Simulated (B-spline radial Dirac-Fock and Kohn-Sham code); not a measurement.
**Auger parameter of iridium: the L3 level and its strongest L3-MM line**

These are calculated numbers from a radial atomic solver; the model is Dirac-Fock energy differences between relaxed states, corrected for Breit and QED terms. The modified Auger parameter α′ is the binding energy plus the kinetic energy of the Auger electron; it does not depend on the energy zero. For free ions it tends to fall with charge, since less charge screens the final holes.

```
            species      configuration  binding 2p3/2 (eV)  Auger line  kinetic (eV)  α′ (eV)
                 Ir  [Xe] 4f14 5d7 6s2             11226.5    M3M3 J=2        6035.3  17261.8
                 Ir      [Xe] 4f14 5d9             11219.6    M3M3 J=2        6043.7  17263.2
                Ir⁺  [Xe] 4f14 5d7 6s1             11235.4    M3M3 J=2        6025.0  17260.4
                Ir⁺  [Xe] 4f14 5d6 6s2             11239.5    M3M3 J=2        6020.4  17259.9
               Ir²⁺      [Xe] 4f14 5d7             11245.4    M3M3 J=2        6013.9  17259.2
  Ir²⁺ (Watson 2 Å)      [Xe] 4f14 5d7             11231.0    M3M3 J=2        6028.3  17259.3
               Ir³⁺      [Xe] 4f14 5d6             11260.8    M3M3 J=2        5997.0  17257.8
               Ir³⁺  [Xe] 4f14 5d4 6s2             11270.4    M3M3 J=2        5986.8  17257.2
Ir³⁺ (Watson 1.6 Å)      [Xe] 4f14 5d6             11234.0    M3M3 J=2        6023.9  17258.0
               Ir⁴⁺      [Xe] 4f14 5d5             11277.5    M3M3 J=2        5979.1  17256.6
               Ir⁴⁺  [Xe] 4f14 5d3 6s2             11287.8    M3M3 J=2        5968.4  17256.2
  Ir⁴⁺ (Watson 2 Å)      [Xe] 4f14 5d5             11248.7    M3M3 J=2        6007.9  17256.6
               Ir⁵⁺      [Xe] 4f14 5d4             11295.4    M3M3 J=2        5960.2  17255.6
Ir⁵⁺ (Watson 1.6 Å)      [Xe] 4f14 5d4             11250.5    M3M3 J=2        6005.1  17255.7
Ir⁵⁺ (Watson 1.8 Å)      [Xe] 4f14 5d4             11255.5    M3M3 J=2        6000.1  17255.6
               Ir⁶⁺      [Xe] 4f14 5d3             11314.5    M3M3 J=2        5940.3  17254.8
               Ir⁷⁺      [Xe] 4f14 5d2             11334.7    M3M3 J=2        5919.5  17254.2
Ir⁷⁺ (Watson 2.7 Å)      [Xe] 4f14 5d2             11297.3    M3M3 J=2        5956.9  17254.2
```
